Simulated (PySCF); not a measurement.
# Stretching ScB

Set-up: basis Sc def2-TZVPP, B def2-TZVPP; no relativity; PySCF 2.14. Energies in eV from Sc (3d1 4s2) + B in their ground configurations at the same level. All curves are PBE0. state 1: ⁵Σ⁻ (quintet), unpaired electrons σ ↑↑, π ↑↑; state 2: Ms = 1 determinant of mixed spin (⟨S²⟩ near 2.9), unpaired electrons π ↑↑, a second solution, started from another occupation; state 3: Ms = 1 determinant of mixed spin (⟨S²⟩ near 3.0), unpaired electrons σ ↑↑, π ↑↓, a mixture of terms (⟨Lz²⟩ = 2.0), a second solution, started from another occupation; state 4: Ms = 0 determinant of mixed spin (⟨S²⟩ near 1.9), unpaired electrons π ↑↓, a mixture of terms (⟨Lz²⟩ = 2.0), a second solution, started from another occupation.

```json
{"R (Å)": "1.784", "state 1": "-1.568", "state 2": "-1.169", "state 3": "-1.131", "state 4": "-0.879"}
{"R (Å)": "1.867", "state 1": "-1.984", "state 2": "-1.612", "state 3": "-1.551", "state 4": "-1.327"}
{"R (Å)": "1.950", "state 1": "-2.224", "state 2": "-1.893", "state 3": "-1.794", "state 4": "-1.613"}
{"R (Å)": "2.013", "state 1": "-2.312", "state 2": "-2.018", "state 3": "-1.884", "state 4": "-1.742"}
{"R (Å)": "2.075", "state 1": "-2.337", "state 2": "-2.084", "state 3": "-1.911", "state 4": "-1.814"}
{"R (Å)": "2.137", "state 1": "-2.312", "state 2": "-2.104", "state 3": "-1.887", "state 4": "-1.840"}
{"R (Å)": "2.220", "state 1": "-2.219", "state 2": "-2.073", "state 3": "-1.795", "state 4": "-1.819"}
{"R (Å)": "2.324", "state 1": "-2.036", "state 2": "-1.967", "state 3": "-1.614", "state 4": "-1.738"}
{"R (Å)": "2.449", "state 1": "-1.762", "state 2": "-1.777", "state 3": "-1.367", "state 4": "-1.602"}
{"R (Å)": "2.615", "state 1": "-1.378", "state 2": "-1.468", "state 3": "-1.058", "state 4": "-1.396"}
```

**Question.** Put a parabola through the three lowest points of the state 1 curve and estimate Re, k and ωe (reduced mass 8.844 u; 1 eV/Å² = 0.16022 mdyn/Å; ωe = 1302.8·√(k/μ) cm⁻¹).

**Answer.** Through R = 2.013, 2.075, 2.137 Å the second-order coefficient is 6.50 eV/Å², so Re ≈ 2.075 Å, k ≈ 2.08 mdyn/Å and ωe ≈ 632 cm⁻¹. A polynomial fit of higher order to the unrounded PBE0 energies gives Re = 2.073 Å, k = 2.09 mdyn/Å, ωe = 633 cm⁻¹; anharmonicity and rounding make the difference.

The higher-order fit for each curve: state 1: Re = 2.073 Å, ωe = 633 cm⁻¹, De = 2.34 eV; state 2: Re = 2.136 Å, ωe = 547 cm⁻¹, minimum 2.10 eV below the ground-state fragments; state 3: Re = 2.074 Å, ωe = 635 cm⁻¹, minimum 1.91 eV below the ground-state fragments; state 4: Re = 2.148 Å, ωe = 520 cm⁻¹, minimum 1.84 eV below the ground-state fragments.

The metal atom is held in its measured ground configuration; semilocal functionals can put another filling of s and d lower by some tenths of an eV, and De to that atom would be smaller. The state is the lowest single determinant that the PBE0 search found; with open d or f shells the true ground state can be another one.
